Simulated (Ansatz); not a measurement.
`BB[O][AlH2]` + HBr → `BBBr` + `[OH][AlH2]` at 500 K and 1 bar (ligand exchange at a B–O bond).

Gas-phase electronic energies from Ansatz, PBE0-D4/def2-TZVP geometries. CCSD(T)/CBS adds triple-zeta CCSD(T) − MP2 to the extrapolated MP2 energy (def2 sets, frozen cores). This one scheme is used for every species. For Br outer-core shells are correlated without core-valence functions, which leaves a few kJ/mol of doubt a bond. Scalar relativity is left out up to krypton. One conformer a species, not always the lowest.

| species | CCSD(T)/CBS energy (Eh) | H − E (kJ/mol) | S (J/(mol·K)) |
| --- | --- | --- | --- |
| `BB[O][AlH2]` | -369.81813 | 175.8 | 397.2 |
| HBr | -2573.91920 | 30.5 | 213.7 |
| `BBBr` | -2624.69394 | 115.3 | 332.3 |
| `[OH][AlH2]` | -319.03157 | 95.7 | 286.7 |

H − E and S are ideal-gas, rigid-rotor, harmonic terms from PBE0-D4/def2-TZVP, for one conformer and one mirror image of each species. 1 Eh = 2625.50 kJ/mol, R = 8.31446 J/(mol·K).

Task: By hand: ΔE, ΔH, ΔS and ΔG.

Result: ΔE = (-2624.69394) + (-319.03157) − (-369.81813) − (-2573.91920) = 0.01182 Eh = 31.0 kJ/mol. Δ(H − E) = 115.3 + 95.7 − 175.8 − 30.5 = 4.7, so ΔH = 35.7 kJ/mol. ΔS = 332.3 + 286.7 − 397.2 − 213.7 = 8.1 J/(mol·K). ΔG = 35.7 − 500 × (8.1)/1000 = 31.7 kJ/mol.

Task: By hand: the equilibrium constant, and the temperature at which ΔG would vanish if ΔH and ΔS stayed fixed.

Result: log₁₀ K = −ΔG/(RT ln 10) = -3.3. ΔG = 0 at ΔH/ΔS = 4407 K, far beyond where these terms or the molecules hold.

The number of gas molecules stays the same, so ΔS is small and ΔH decides. A doubt of 5 kJ/mol in ΔE shifts log₁₀ K by 0.5 here. Other conformers and mirror images would add mixing entropy, several J/(mol·K) or more a flexible species. These are equilibria of isolated gas molecules and say nothing of rates. Largest T1 diagnostic: 0.014 (customary marks: 0.02 for closed shells, 0.045 for open ones).
